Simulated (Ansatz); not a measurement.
Input for Ansatz (a program for electronic structure): R-PBE/def2-TZVPP on AlClH3N (SMILES [NH2][AlH][Cl]), a point of a torsion scan.

Ansatz 0.2 input:
```yaml
crystal:
  periodic: [false, false, false]
  atoms:
    - {symbol: N, position_ang: [-0.98108468, -0.23264354, -0.06846088]}
    - {symbol: Al, position_ang: [0.74461311, 0.19278144, 0.02716083]}
    - {symbol: Cl, position_ang: [2.23510920, -1.17455530, 0.10908316]}
    - {symbol: H, position_ang: [-1.50337028, -0.77536485, 0.60965630]}
    - {symbol: H, position_ang: [-1.65426522, 0.33298021, -0.57103155]}
    - {symbol: H, position_ang: [1.15028732, 1.66247849, -0.00180752]}
basis:
  gaussian:
    orbitals: def2-TZVPP
hamiltonian:
  xc: {name: PBE}
scf: {lower_state_search: off}
```

The head of its log:

```
WARN ansatz: RAYON_NUM_THREADS=1 ignored (pool sized by the plan → 1); use --threads N
Functional definition: PBE
these checks for a lower state are left out or cut short: stability, starts, cluster_reference, orbital_swaps, neighbouring_geometries, increment
integrals: 0.07 GiB planned
895 factors; their error is unknown
mean field: 0.47 GiB planned
mean field evaluation 1: about -20640.5405 eV, gradient 7.6e1 eV
mean field evaluation 2: about -20585.3232 eV, gradient 1.4e2 eV
```

**Question.** Give the final energy of this run.

**Answer.** -758.9302 hartree.
